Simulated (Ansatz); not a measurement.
Molecule: I$_{2}$, net charge -1, doublet state. 
Geometry from a B3LYP-D3(BJ)/def2-TZVP (Ansatz, an electronic-structure program) optimisation:
```xyz
2

I      0.0000     0.0000    -1.6652
I      0.0000     0.0000     1.6652
```
Charge -1, spin multiplicity 2.

Basis-set convergence of Hartree-Fock and CCSD(T) correlation energies (hartree) with Ansatz. Valence correlation only, unless marked. UHF or UKS for open shells. No spin-orbit coupling. Frozen are the shells of the preceding noble gas and the d and f shells that filled before the atom's block. In def2 rows, elements after Kr have scalar-relativistic effective core potentials.

```tsv
basis	functions	E(HF)	E(corr, CCSD(T))
def2-SVPD	70	-593.41291	-0.23438
def2-TZVPPD	118	-593.42509	-0.31961
def2-QZVPPD	182	-593.42647	-0.36251
```

Extrapolating the two largest sets (X = 3 and 4) as X^-3: E(corr) = (64·(-0.36251) - 27·(-0.31961))/37 = -0.3938 Eh, an estimate of the basis-set limit. The largest set recovers 92.1 % of it, the smallest 59.5 %.
